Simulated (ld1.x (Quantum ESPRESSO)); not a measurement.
**gold (Au): one change to an ultrasoft potential, before and after**

| Item | Value |
| --- | --- |
| Element | gold (Au) |
| Generator | ld1.x (Quantum ESPRESSO) 7.5 |
| Type | ultrasoft |
| Functional | BP86 |
| Relativity | scalar-relativistic |
| Frozen core | [Xe] 4f14 |
| Valence charge | 11 |
| Reference configuration | 5d9 6s2 6p0 |
| Partial waves | 6s (bound): rcut 2.00, rcutus 2.60 bohr; 6s channel at 0.75 Ry: rcut 2.00, rcutus 2.60 bohr; 6p (bound, empty): rcut 2.60, rcutus 2.95 bohr; 6p channel at 2.7 Ry: rcut 2.60, rcutus 2.95 bohr; 5d (bound): rcut 1.25, rcutus 1.55 bohr; 5d channel at 0.65 Ry: rcut 1.25, rcutus 1.55 bohr |
| Local potential | all-electron potential smoothed inside 1.85 bohr (lloc = -1) |
| Core correction | none |
| Augmentation charge | PSQ, radius 1.25 bohr |

Change: waves 6s (bound): rcut 2.00, rcutus 2.26 bohr; 6s channel at 0.75 Ry: rcut 2.00, rcutus 2.26 bohr.

Cutoffs: the cutoffs (Ry, on a coarse ladder) from which the occupation-weighted sum of valence levels, in a spherical-Bessel basis at the reference potential, stays within 10 and 1 mRy of its value at 400 Ry; they do not see the model core or the augmentation charge, which bear on the density cutoff. Errors are all-electron minus pseudo energies relative to the spin-unpolarised reference configuration.

Question: Predict the effect on cutoff, ghosts and configuration errors.

Answer: The potential gets neither clearly harder nor softer (45 Ry and 80 Ry → 45 Ry and 80 Ry); both files keep a bound ghost (s); of the 7 tests that both files solve, the error grows in 1 and shrinks in 0 by more than 15 % and 0.3 meV (median size 63.4 → 61.3 meV).

```csv
quantity,base,changed
"cutoff, loose",45 Ry,45 Ry
"cutoff, tight",80 Ry,80 Ry
bound ghosts,s,s
"error for 5d10 6s1 6p0, meV [ΔE -1.64 eV]",+4.3,+5.9
"error for 5d10 6s0 6p0, meV [ΔE 7.93 eV]",+67,+65
"error for 5d9 6s0 6p0, meV [ΔE 29.26 eV]",+95,+93
"error for 5d7 6s0 6p0, meV [ΔE 111.07 eV]",-88,-90
"error for 5d8 6s0 6p0, meV [ΔE 63.25 eV]",+63,+61
"error for 5d9 6s1 6p1, meV [ΔE 5.87 eV]",+8.6,+8.4
"error for 5d10 6s0.5 6p0, meV [ΔE 2.22 eV]",+23,+25
s: phases at 3.20 bohr within 0.05 rad from the reference energy up to (Ry; the scan ends near 5),to the end of the scan,to the end of the scan
p: phases at 3.20 bohr within 0.05 rad from the reference energy up to (Ry; the scan ends near 5),3.0,3.0
d: phases at 3.20 bohr within 0.05 rad from the reference energy up to (Ry; the scan ends near 5),to the end of the scan,to the end of the scan
lowest overlap eigenvalue by channel,"s 0.26, p 0.57, d 0.94","s 0.39, p 0.57, d 0.94"
```

 A true bound ghost makes a file unfit for plane-wave use even where its test errors are small: the radial tests pick states by their node count and pass the ghost by.
